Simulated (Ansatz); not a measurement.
Molecule: C4H6Cl2Si, charge 0, multiplicity 1. 
Coordinates optimised at B3LYP-D3(BJ)/def2-TZVP (Ansatz, a quantum-chemistry and plane-wave program):
SMILES: C=C[Si](Cl)(Cl)C=C
```xyz
13

C      2.2342    -1.5473     0.2595
C      1.7331    -0.4035    -0.2015
Si    -0.0326     0.1063     0.0022
Cl    -0.2512     1.1986     1.7431
Cl    -0.5048     1.3705    -1.5631
C     -1.2415    -1.2909     0.0629
C     -1.0421    -2.4738    -0.5141
H      1.6238    -2.2739     0.7834
H      3.2810    -1.8040     0.1386
H      2.3949     0.2904    -0.7126
H     -2.1763    -1.1151     0.5884
H     -1.7848    -3.2632    -0.4734
H     -0.1325    -2.7034    -1.0568
```
Charge 0, spin multiplicity 1.

Basis-set convergence of Hartree-Fock and CCSD correlation energies (hartree) with Ansatz. Valence correlation only, unless marked. Spin-orbit coupling is left out. No relativistic terms.

| basis | functions | E(HF) | E(corr, CCSD) |
|---|---|---|---|
| cc-pV(D+d)Z | 155 | -1363.00407 | -0.96644 |
| cc-pV(T+d)Z | 321 | -1363.09359 | -1.20156 |
| cc-pV(Q+d)Z | 592 | -1363.11372 | -1.27917 |

Extrapolating the two largest sets (X = 3 and 4) as X^-3: E(corr) = (64·(-1.27917) - 27·(-1.20156))/37 = -1.3358 Eh, an estimate of the basis-set limit. The largest set recovers 95.8 % of it, the smallest 72.3 %.
